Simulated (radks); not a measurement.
Valence configurations of Tc II (all share [Kr]). All-electron calculation, Dirac Kohn-Sham, BLYP, spin-unpolarised, spherical densities, point nucleus; open shells fill j = l - 1/2 first. Program: a radial shooting solver on a logarithmic mesh with Libxc functionals. Energies are relative to 4d5 5s1; eigenvalues in eV.

valence,E (eV),e(4d3/2),e(4d5/2),e(5p1/2),e(5s1/2)
4d6,-1.644,-11.541,-11.273,-,-
4d5.5 5s0.5,-0.995,-12.761,-12.479,-,-10.847
4d5 5s1,0.000,-14.061,-13.767,-,-11.409
4d5.5 5p0.5,1.109,-13.316,-13.033,-6.988,-
4d4.5 5s1.5,1.373,-15.435,-15.127,-,-11.983
4d5 5s0.5 5p0.5,2.193,-14.613,-14.317,-7.358,-11.776
4d4 5s2,3.153,-16.872,-,-,-12.566
4d5 5p1,4.419,-15.150,-14.851,-7.643,-
4d4.5 5s0.5 5p1,5.977,-16.512,-16.200,-8.012,-12.681
4d3 5s1 5p2,18.868,-21.956,-,-9.637,-14.997

NIST lists [Kr] 4d5 5s1 as the ground configuration; this level of theory puts 4d6 lower, by 1.644 eV. The energies are those of spherical spin-averaged densities, not of single terms.
